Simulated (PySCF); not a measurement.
GeSe, SMILES [Ge]=[Se] (connectivity only; charge and spin as stated), neutral, multiplicity 1.

Geometry: PBE0-D3(BJ)/def2-TZVP.

All values below come from r2SCAN/def2-TZVPD in PySCF.

Gas-phase values at a fixed geometry.

Computed frontier levels, gap, dipole moment and polarisability:
```
Quantity                                                                                                        Value
---------------------------------------------------------------------------------------------  ----------------------
highest occupied level                                                                                       -6.93 eV
lowest empty level                                                                                           -3.16 eV
orbital gap                                                                                                   3.77 eV
dipole moment                                                                                               0.352 e·Å
quadrupole, principal values (traceless, Buckingham form, about the centre of nuclear charge)  -0.03, -0.03, 0.05 D·Å
mean static polarisability                                                                       60.7 bohr³ (8.99 Å³)
polarisability, principal values                                                               48.1, 48.1, 85.8 bohr³
```
